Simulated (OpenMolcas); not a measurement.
## Mn3+, Tc3+, Re3+: d4 down the group

| Item | Value |
| --- | --- |
| Program | OpenMolcas |
| Method | SS-CASPT2, IPEA 0.25 Eh, imaginary shift 0.1 Eh |
| Basis | ANO-R2 |
| Scalar Hamiltonian | X2C, finite nucleus |
| Spin-orbit coupling | state interaction with AMFI integrals over the reference wave functions, term energies averaged over their components |

Active space for each ion: 4 electrons in 5 orbitals (d); closed shells correlated by CASPT2: Mn3+ 3s 3p; Tc3+ 4s 4p; Re3+ 5s 5p.

Computed levels in cm-1 above 5D0:

| Level | Mn3+ | Tc3+ | Re3+ |
| --- | --- | --- | --- |
| 5D1 | 101 | 345 | 3180 |
| 5D2 | 298 | 943 | 6180 |
| 5D3 | 582 | 1708 | 8650 |
| 5D4 | 944 | 2590 | 10510 |
| 3P0(1) | 20960 | 14680 | 15620 |
| 3P1(1) | 21560 | 16450 | 20950 |
| 3H4 | 21720 | 16020 | 18110 |
| 3H5 | 21930 | 16840 | 22210 |
| 3H6 | 22180 | 17560 | 24190 |
| weight of 5D in the lowest level (%) | 100 | 98 | 68 |

Mixed levels, with the weight of the term that names them: Re3+ 5D0 (68 %), Re3+ 3P0(1) (57 %), Re3+ 3H4 (58 %).

Measured, with the error of the calculation in %. Measured levels: Mn3+ from Corliss and Sugar, J. Phys. Chem. Ref. Data 6, 1253 (1977); Re3+ from the list in Brasseur, Gamrath and Quinet, At. Data Nucl. Data Tables 157, 101636 (2024).

```tsv
Level	Mn3+	Re3+
5D1	99.0 (+2.1)	3084 (+3.0)
5D2	287 (+3.9)	5979 (+3.4)
5D3	552 (+5.5)	8350 (+3.6)
5D4	886 (+6.6)	10121 (+3.9)
3P0(1)	20654 (+1.5)	
3P1(1)	21279 (+1.3)	19340 (+8.3)
3H4	21281 (+2.1)	16946 (+6.9)
3H5	21475 (+2.1)	20930 (+6.1)
3H6	21679 (+2.3)	22896 (+5.6)
```

The fine-structure level 5D4 changes by a factor of 11.1 from Mn3+ to Re3+.

Without spin-orbit coupling 3P(1) lies 21490, 15910, 13880 cm-1 above 5D in that order; the difference to the level 3P0(1), of either sign, comes from spin-orbit coupling, which also lowers the zero.

CASPT2 breaks the degeneracy within a term, and the mean is taken; among the terms shown or strongly mixed into the levels shown the widest spread is 240 cm-1 (5d4 1G(1), Re3+). Computed and measured levels are paired by configuration, term and J; levels that our copy of the source lacks, or whose pairing is in doubt (as where it misses far off the trend of its configuration), stay unpaired and out of the deviations. Only configurations of the active space appear.

A number in round brackets counts repeated terms of one configuration in the order of the reference energies.
